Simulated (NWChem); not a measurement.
Molecule: CH6ClNSi; SMILES CN[SiH2]Cl

```xyz
10

Si    -0.8240    -0.1011    -0.1424
Cl     0.4648    -1.7350     0.0515
N     -0.1973     1.3836     0.4371
C      0.8433     2.1550    -0.2047
H     -1.0878     0.0294    -1.6005
H     -2.0377    -0.4214     0.6537
H     -0.2905     1.5666     1.4310
H      1.8630     1.8919     0.1324
H      0.8088     1.9933    -1.2935
H      0.6990     3.2350    -0.0366
```
Atoms are numbered in this order, from 1.

Program: NWChem. Medium grid unless said otherwise, to which SCAN and Minnesota functionals are sensitive. Coordinates come from a PBE0/def2-SVP optimisation.

### Question
Order these by “highest occupied level (eV)”, lowest first: B3LYP/def2-SVP; LDA (Slater exchange, PW92)/def2-SVP; MN15-L/def2-SVP; Hartree-Fock/def2-SVP; LC-BLYP (range parameter 0.33 per bohr)/def2-SVP.

### Answer
Hartree-Fock/def2-SVP (-10.63), LC-BLYP (range parameter 0.33 per bohr)/def2-SVP (-9.37), B3LYP/def2-SVP (-6.86), MN15-L/def2-SVP (-6.37), LDA (Slater exchange, PW92)/def2-SVP (-5.81)
